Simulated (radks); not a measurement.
Results of a calculation; reference values are marked as such.
Q: The mean radii <r> (bohr) of the occupied orbitals of an atom or ion are listed with their occupations. Level of theory: scalar-relativistic Kohn-Sham, PBE, spin-polarised, spherical densities, finite nucleus; Fermi nuclear charge, rms radius of each element as measured or else 0.836 A^(1/3) + 0.57 fm (a radial shooting solver on a logarithmic mesh with Libxc functionals).

orbital  occ.      <r>
1s up       1  0.05846
1s down     1  0.05846
2s up       1   0.2671
2s down     1   0.2667
2p up       3   0.2357
2p down     3   0.2353
3s up       1   0.8104
3s down     1   0.8125
3p up       3   0.8570
3p down     3   0.8608
3d up       5    1.097
3d down     1    1.146
4s up       1    2.656

Name the element and its charge. Open shells, if any, are filled with parallel spins first.

A: Z = 26, iron, charge +1: Fe+ in [Ar] 3d6 4s1. The 1s radius gives Z: for a bare nucleus <r> = (2 gamma + 1)/(2Z) with gamma = sqrt(1 - (Z/c)^2), 0.05699 bohr for Z = 26, and screening makes it slightly larger (0.05846 here). The occupations add up to 25, and the charge is Z minus that.
